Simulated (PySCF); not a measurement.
A PySCF script (with the pyscf-properties extension) for the NMR shieldings of SMILES CS(=O)(=O)NS(=O)(=O)C(F)(F)F, C2H4F3NO4S2, on a GFN2-xTB geometry:

```python
import basis_set_exchange as bse
import numpy as np
from pyscf import gto, dft
from pyscf.prop import nmr

atoms = """
C    -2.385241    0.252798   -0.228287
S    -0.874739    0.994890    0.364962
O    -1.129107    1.865250    1.463139
O    -0.063050    1.448589   -0.712644
N    -0.055715   -0.363829    0.998619
S     0.793105   -1.180434   -0.144973
O    -0.073038   -1.359437   -1.254437
O     1.403702   -2.309560    0.462482
C     2.224465   -0.034594   -0.632783
F     3.333347   -0.771598   -0.639556
F     2.095303    0.512908   -1.819739
F     2.377290    0.901098    0.300109
H    -2.098223   -0.505502   -0.945795
H    -2.902595   -0.166030    0.623954
H    -2.976599    1.030389   -0.696926
H     0.323496   -0.305992    1.927608
"""
names = dict.fromkeys(["C", "S", "O", "N", "F", "H"], "pcSseg-1")
basis = {el: gto.basis.parse(bse.get_basis(n, elements=[el], fmt="nwchem")) for el, n in names.items()}
mol = gto.M(atom=atoms, basis=basis, charge=0, verbose=0)
mf = dft.RKS(mol, xc="PBE0")
mf.grids.level = 2
mf.grids.alignment = dft.numint.BLKSIZE   # the property module wants whole blocks of grid points
mf.conv_tol = 1e-9
mf.kernel()

calc = nmr.RKS(mf)   # GIAO
C = mf.mo_coeff
Co = C[:, mf.mo_occ > 0]
resp = mf.gen_response(singlet=True, hermi=2)
def vind(x):   # induced exchange potential for any number of trial vectors
    d = np.einsum("pi,xij,qj->xpq", C, 2 * x.reshape(-1, C.shape[1], Co.shape[1]), Co, optimize=True)
    return np.einsum("xpq,pi,qj->xij", resp(d - d.transpose(0, 2, 1)), C, Co, optimize=True).ravel()
mo1, _ = nmr.rhf.solve_mo1(calc, with_cphf=vind)
sigma = calc.kernel(mo1)
for i, s in enumerate(sigma):   # ppm
    print("%2d %-2s %9.2f" % (i, mol.atom_pure_symbol(i), np.trace(s) / 3))
```

Q: Give the expected output.

A: 
```
 0 C     137.47
 1 S     200.52
 2 O      96.95
 3 O      83.89
 4 N      89.54
 5 S     217.50
 6 O     124.80
 7 O     125.71
 8 C      55.15
 9 F     249.15
10 F     245.11
11 F     245.27
12 H      27.33
13 H      28.78
14 H      28.68
15 H      25.30
```

These numbers come from an equivalent density-fitted implementation of the same equations, which agrees with the script to about 0.01 ppm for H and up to a few tenths of a ppm for heavy atoms, so last digits may differ.

Q: Turn these shieldings into chemical shifts. Chemical shifts δ = σref − σ; 13C (σ = 186.93 ppm), 1H (σ = 31.72 ppm) vs TMS; 33S (σ = 503.73 ppm) against CS2; 17O (σ = 336.08 ppm) vs H2O; 15N (σ = 267.73 ppm) against NH3; CFCl3 for 19F (σ = 170.95 ppm), all at this level.

A: Averaging equivalent atoms: C 8: 131.8; C 0: 49.5; S 1: 303; S 5: 286; O 2/3: 245.7; O 6/7: 210.8; N 4: 178.2; F 9/10/11: -75.6; H 15: 6.42; H 12/13/14: 3.45 ppm. Unscaled 19F shifts against computed CFCl3 carry errors that often reach 10 to 50 ppm. Experimental scales use liquid or dissolved standards, which lie at an offset from isolated NH3 (liquid NH3: subtract about 20 ppm) and H2O (liquid H2O: subtract about 36 ppm). Unscaled 15N shifts of sp2 nitrogen come out 20 to 40 ppm too high even then.

Size and cost of the density-fitted run: 238 basis functions, 93 s wall time on 1 thread of an Intel Xeon Platinum 8488C, shared host; peak memory 1.1 GiB.
